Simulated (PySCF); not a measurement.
SMILES COB([O])OC, doublet (PBE0/def2-SVP optimised geometry):

```
12

C      0.897     1.767     0.000
O      0.134     0.585     0.000
B     -1.228     0.585     0.000
O     -1.885     1.788     0.000
O     -1.959    -0.550    -0.001
C     -1.363    -1.823    -0.003
H      0.699     2.379     0.895
H      0.695     2.382    -0.893
H      1.959     1.486    -0.003
H     -1.689    -2.382     0.889
H     -1.691    -2.379    -0.895
H     -0.264    -1.764    -0.004
```

Level of theory: unrestricted PBE0/def2-TZVP run with PySCF.

### Question
What are the frontier orbital energies (α orbitals alone; a β orbital can be the lowest empty one) and the dipole moment?

### Answer
HOMO-2 -9.30 eV, HOMO-1 -9.14 eV, HOMO -8.47 eV, LUMO 0.98 eV, LUMO+1 1.72 eV; dipole moment 2.15 D.

On the same geometry unrestricted PBE/def2-TZVP in PySCF gives HOMO-2 -7.71 eV, HOMO-1 -7.45 eV, HOMO -6.90 eV, LUMO 0.17 eV, LUMO+1 0.89 eV; dipole moment 2.41 D.

Meta-Löwdin charges at PBE0/def2-TZVP: C1 -0.12, O2 -0.40, B3 0.57, O4 -0.24, O5 -0.39, C6 -0.12, H7 0.11, H8 0.11, H9 0.13, H10 0.12, H11 0.12, H12 0.12.
